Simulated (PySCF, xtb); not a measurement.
C4H4BF, SMILES FB1C=CC=C1. Atoms are numbered in the order given.

```xyz
10

F      0.0000     0.0000     2.1191
B      0.0000     0.0000     0.7964
C      0.0000     1.2696    -0.1498
C      0.0000     0.7573    -1.3956
C      0.0000    -0.7573    -1.3956
C      0.0000    -1.2696    -0.1498
H      0.0000     2.3367     0.0764
H      0.0000     1.3267    -2.3304
H      0.0000    -1.3267    -2.3304
H      0.0000    -2.3367     0.0764
```
Charge 0, spin multiplicity 1.

The structure is a stationary point at B3LYP-D3(BJ)/def2-SVP. This is a generated structure with no PubChem entry under its InChIKey; it may be hypothetical.

The numbers are results of C-PCM-ωB97X/def2-SVP (PySCF), not measurements.

The values are the electrostatic part of the solvation free energy, E(continuum) − E(gas) at the gas-phase geometry, in a cavity of scaled van der Waals radii (PySCF's table); cavitation and dispersion terms are not included. In vacuum the orbital gap is 8.78 eV. The dipole moment in vacuum is 1.60 D.

Question: Estimate the values in water (ε = 78.36), chlorobenzene (ε = 5.70), 1-octanol (ε = 9.86). (Estimate from the structure and the level; the computed values follow.)

Answer: 
| solvent | ε | ΔG(elec) (kcal/mol) | dipole (D) | gap (eV) |
|---|---|---|---|---|
| water | 78.36 | -2.1 | 2.05 | 8.77 |
| chlorobenzene | 5.70 | -1.7 | 1.96 | 8.78 |
| 1-octanol | 9.86 | -1.9 | 2.00 | 8.77 |

For comparison, GFN2-xTB/ALPB(water) (xtb, at the GFN2-xTB geometry, all terms of that model) gives -1.0 kcal/mol.
